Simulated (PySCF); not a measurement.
**Electron correlation in Fe (iron, neutral)**

[Ar] 3d6 4s2, high-spin 5D determinant. Computed with PySCF 2.14 in aug-cc-pVDZ-DK, with scalar relativity by spin-free X2C-1e. Frozen: [Ar]; 8 electrons correlated.

```tsv
level	correlation energy (mhartree)
CCSD	-171.18
(T)	-5.38
CCSD(T)	-176.56
```

Diagnostics: T1 = 0.024, D1 = 0.0693, largest double amplitude 0.064.

Task: Is a single reference adequate?

Result: Yes: T1 lies below 0.03 and no double amplitude reaches 0.07.
